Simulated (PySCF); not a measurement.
All numbers come from PBE0 in PySCF with Sn x2c-TZVPall, H x2c-TZVPall; spin-free X2C, no spin–orbit coupling; density-fitted integrals.

```xyz
3
charge 0 multiplicity 1, angstrom
Sn    0.0000    0.0000   -0.0207
H     1.2590    0.0000    1.2296
H    -1.2590    0.0000    1.2296
```

SnH₂ (singlet), along the line from Sn1 (at 0) through H2 (at 1.774 Å).

Tabulate the fields along this line at -0.62, -0.44, -0.27, -0.09, 0.18, 0.35, 0.53, 0.71, 0.89, 1.06, 1.24, 1.42, 1.60, 1.86, 2.04, 2.22, 2.40, 2.57, 2.75 Å.


| distance (Å) | electron density (e/Å³) | electron localisation function | electrostatic potential (V) |
| --- | --- | --- | --- |
| -0.62 | 5.23 | 0.602 | 70 |
| -0.44 | 17.7 | 0.757 | 181 |
| -0.27 | 47.4 | 0.191 | 603 |
| -0.09 | 1080 | 0.308 | 4140 |
| 0.18 | 272 | 0.754 | 1290 |
| 0.35 | 26.7 | 0.533 | 320 |
| 0.53 | 10.1 | 0.732 | 110 |
| 0.71 | 2.71 | 0.401 | 47.9 |
| 0.89 | 1 | 0.198 | 24.4 |
| 1.06 | 0.685 | 0.38 | 13.9 |
| 1.24 | 0.747 | 0.884 | 10.9 |
| 1.42 | 1.01 | 0.992 | 17.4 |
| 1.60 | 1.55 | 1 | 53 |
| 1.86 | 1.83 | 1 | 133 |
| 2.04 | 0.875 | 1 | 27.3 |
| 2.22 | 0.419 | 1 | 9.23 |
| 2.40 | 0.208 | 1 | 3.29 |
| 2.57 | 0.105 | 0.999 | 0.972 |
| 2.75 | 0.0554 | 0.999 | 0.017 |

On a grid of 0.09 Å the density has a local minimum along the bond near 1.06 Å from Sn, at 0.69 e/Å³, where the ELF is 0.38.
